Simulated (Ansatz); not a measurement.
Energy profile

The step: CH₆Si ([CH3][SiH3]) + AsH₃ → CH₇AsSi ([CH3][SiH2][AsH2]) + H₂; bonds formed: Si1–As7, H2–H6; bonds broken: Si1–H2, H6–As7 (atoms numbered as in the saddle structure below).

| atom | x (Å) | y (Å) | z (Å) |
| --- | --- | --- | --- |
| Si1 | -0.3168 | -0.5985 | -0.6176 |
| H2 | 1.3121 | 0.1292 | -0.6262 |
| H3 | 0.1822 | -1.5408 | -1.6675 |
| H4 | -1.6869 | -0.2584 | -1.0915 |
| C5 | -0.3606 | -1.4322 | 1.0553 |
| H6 | 1.6525 | 0.9782 | -0.1535 |
| As7 | 0.2204 | 1.9603 | 0.0629 |
| H8 | -0.8435 | -2.4090 | 0.9687 |
| H9 | -0.9194 | -0.8319 | 1.7747 |
| H10 | 0.6478 | -1.5848 | 1.4450 |
| H11 | -0.3151 | 3.4114 | 0.2739 |
| H12 | 0.4272 | 2.1764 | -1.4241 |

Electronic energies by CCSD(T) at an estimated basis limit (MP2 extrapolated from triple and quadruple zeta, plus CCSD(T) − MP2 in triple zeta), on PBE0-D4/def2-TZVP structures; CH$_{9}$AsSi, closed shell; no counterpoise correction. Ansatz 0.2.0; basis: def2-TZVPP and def2-QZVPP; cores frozen in the correlated methods. Filled d shells of the heavier atoms are correlated. The def2 sets are not built for correlating such inner shells, so the correlated values are less sure here. Extrapolation: Hartree–Fock as exp(−7.88 √X), correlation as X^−2.97.

**Question.** Give the profile in kJ/mol, counted from the separated reactants. (An estimate is asked for; the value comes from the calculation.)

**Answer.** The calculation gives:
```
                                                                                                                                  point  kJ/mol
      separated: CH$_{6}$Si (linked as [CH3][SiH3]; Si1, H2, H3, H4, C5, H8, H9, H10; singlet) + AsH$_{3}$ (H6, As7, H11, H12; singlet)     0.0
                                                                                                                        start structure    -7.4
                                                                                                                                 saddle   249.2
                                                                                                                          end structure   -15.2
separated: CH$_{7}$AsSi (linked as [CH3][SiH2][AsH2]; Si1, H3, H4, C5, As7, H8, H9, H10, H11, H12; singlet) + H$_{2}$ (H2, H6; singlet)   -12.4
```

The T1 diagnostic stays at or below 0.012.

For scale, one of the runs: CCSD(T)/def2-TZVPP, 247 basis functions (an equivalent command: `ansatz run in.yaml --threads 4`). Time: 2.7 min of wall clock on 4 CPU threads; the host was shared. Peak host memory: 4.9 GiB.
